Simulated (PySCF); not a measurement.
HOZn, doublet, geometry from GFN2-xTB (such geometries of metal compounds can be far from the true shape) (the spin is typed, not shown lowest); PBE/6-31G* (PySCF).

Input for PySCF:
```python
from pyscf import gto, scf, dft

mol = gto.M(
    atom='''
Zn   -0.28958372   -0.17587211   -0.27250456
O     0.94444494    0.48302783    0.89466334
H     1.13195202    1.41194083    1.01783020
''',
    basis='6-31g*',
    spin=1,
    verbose=4,
)

mf = dft.UKS(mol)
mf.xc = 'pbe'
mf.kernel()
mf.analyze()
```

The log (banner, timings and long lists left out):

```
PySCF version 2.14.0

[INPUT] verbose = 4
[INPUT] num. atoms = 3
[INPUT] num. electrons = 39
[INPUT] charge = 0
[INPUT] spin (= nelec alpha-beta = 2S) = 1
[INPUT] symmetry False subgroup None
[INPUT] Mole.unit = angstrom
[INPUT] Symbol           X                Y                Z      unit          X                Y                Z       unit  Magmom
[...]
nuclear repulsion = 80.5116693632126
number of shells = 20
number of NR pGTOs = 128
number of NR cGTOs = 50
basis = 6-31g*
ecp = {}

******** <class 'pyscf.dft.uks.UKS'> ********
method = UKS
initial guess = minao
damping factor = 0
level_shift factor = 0
DIIS = <class 'pyscf.scf.diis.CDIIS'>
diis_start_cycle = 1
diis_space = 8
diis_damp = 0
SCF conv_tol = 1e-09
SCF conv_tol_grad = None
SCF max_cycles = 50
direct_scf = True
direct_scf_tol = 1e-13
number electrons alpha = 20  beta = 19
XC library pyscf.dft.libxc version 7.1.2
    S. Lehtola, C. Steigemann, M. J. T. Oliveira, and M. A. L. Marques,  SoftwareX 7, 1–5 (2018)
XC functionals = pbe
    J. P. Perdew, K. Burke, and M. Ernzerhof,  Phys. Rev. Lett. 77, 3865 (1996)
    J. P. Perdew, K. Burke, and M. Ernzerhof,  Phys. Rev. Lett. 78, 1396 (1997)
    J. P. Perdew, K. Burke, and M. Ernzerhof,  Phys. Rev. Lett. 77, 3865 (1996)
    J. P. Perdew, K. Burke, and M. Ernzerhof,  Phys. Rev. Lett. 78, 1396 (1997)
radial grids:
    Treutler-Ahlrichs [JCP 102, 346 (1995); DOI:10.1063/1.469408] (M4) radial grids

becke partition: Becke, JCP 88, 2547 (1988); DOI:10.1063/1.454033
pruning grids: <function nwchem_prune>
grids dens level: 3
symmetrized grids: False
atomic radii adjust function: <function treutler_atomic_radii_adjust>
small_rho_cutoff = 0
Set gradient conv threshold to 3.16228e-05
tot grids = 44536
init E= -1854.15249469111

cycle= 1 E= -1854.28126596372  delta_E= -0.129  |g|= 0.694  |ddm|= 1.08
cycle= 2 E= -1849.8324994448  delta_E= 4.45  |g|= 2.35  |ddm|= 2.07
cycle= 3 E= -1854.45479601734  delta_E= -4.62  |g|= 0.208  |ddm|= 1.94
cycle= 4 E= -1854.47770617553  delta_E= -0.0229  |g|= 0.167  |ddm|= 0.45
cycle= 5 E= -1854.48780685956  delta_E= -0.0101  |g|= 0.0469  |ddm|= 0.114
cycle= 6 E= -1854.4886202852  delta_E= -0.000813  |g|= 0.0157  |ddm|= 0.0429
cycle= 7 E= -1854.48872119231  delta_E= -0.000101  |g|= 0.0039  |ddm|= 0.0108
cycle= 8 E= -1854.488728287  delta_E= -7.09e-06  |g|= 0.000687  |ddm|= 0.00298
cycle= 9 E= -1854.48872855273  delta_E= -2.66e-07  |g|= 8.8e-05  |ddm|= 0.000834
[...]
converged SCF energy = -1854.48872855751  <S^2> = 0.75164936  2S+1 = 2.0016487
Total Energy =                       -1854.488728557513241
[...]

 ** Mulliken spin pop alpha/beta on meta-lowdin orthogonal AOs **
 ** Mulliken Spin Density (per AO)  **
spin_pop of  0 Zn 1s        0.00000
spin_pop of  0 Zn 2s        0.00000
spin_pop of  0 Zn 3s        0.00003
spin_pop of  0 Zn 4s        0.62795
spin_pop of  0 Zn 5s        0.00275
spin_pop of  0 Zn 2px       0.00000
spin_pop of  0 Zn 2py       0.00000
spin_pop of  0 Zn 2pz       0.00000
spin_pop of  0 Zn 3px       0.00000
spin_pop of  0 Zn 3py      -0.00000
spin_pop of  0 Zn 3pz       0.00000
spin_pop of  0 Zn 4px       0.03891
spin_pop of  0 Zn 4py       0.02481
spin_pop of  0 Zn 4pz       0.03408
spin_pop of  0 Zn 5px       0.00051
spin_pop of  0 Zn 5py       0.00049
spin_pop of  0 Zn 5pz       0.00043
spin_pop of  0 Zn 3dxy      0.00821
spin_pop of  0 Zn 3dyz      0.00722
spin_pop of  0 Zn 3dz^2    -0.00047
spin_pop of  0 Zn 3dxz      0.01417
spin_pop of  0 Zn 3dx2-y2    0.00083
spin_pop of  0 Zn 4dxy      0.00002
spin_pop of  0 Zn 4dyz      0.00002
spin_pop of  0 Zn 4dz^2    -0.00003
spin_pop of  0 Zn 4dxz      0.00019
spin_pop of  0 Zn 4dx2-y2    0.00000
spin_pop of  0 Zn 4f-3      0.00001
spin_pop of  0 Zn 4f-2      0.00002
spin_pop of  0 Zn 4f-1      0.00001
spin_pop of  0 Zn 4f+0      0.00001
spin_pop of  0 Zn 4f+1      0.00002
spin_pop of  0 Zn 4f+2      0.00003
spin_pop of  0 Zn 4f+3      0.00000
spin_pop of  1 O 1s       -0.00000
spin_pop of  1 O 2s        0.02286
spin_pop of  1 O 3s        0.00677
spin_pop of  1 O 2px       0.10217
spin_pop of  1 O 2py       0.00257
spin_pop of  1 O 2pz       0.09837
spin_pop of  1 O 3px       0.00332
spin_pop of  1 O 3py       0.00123
spin_pop of  1 O 3pz       0.00290
spin_pop of  1 O 3dxy      0.00004
spin_pop of  1 O 3dyz      0.00003
spin_pop of  1 O 3dz^2     0.00011
spin_pop of  1 O 3dxz      0.00038
spin_pop of  1 O 3dx2-y2    0.00023
spin_pop of  2 H 1s       -0.00216
spin_pop of  2 H 2s        0.00100
 ** Mulliken Spin Density (per atom)  **
spin density of  0 Zn =      0.76021
spin density of  1 O =      0.24096
spin density of  2 H =     -0.00117
 ** Mulliken pop alpha/beta on meta-lowdin orthogonal AOs **
 ** Mulliken pop       alpha | beta **
In total            20.00000 | 19.00000
 ** Mulliken atomic charges   ( Nelec_alpha | Nelec_beta ) **
charge of  0Zn =      0.59850  (    15.08086     14.32065 )
charge of  1O =     -0.91639  (     4.57867      4.33771 )
charge of  2H =      0.31789  (     0.34047      0.34164 )
Dipole moment(X, Y, Z, Debye): -0.72413,  0.83989, -0.76507
```
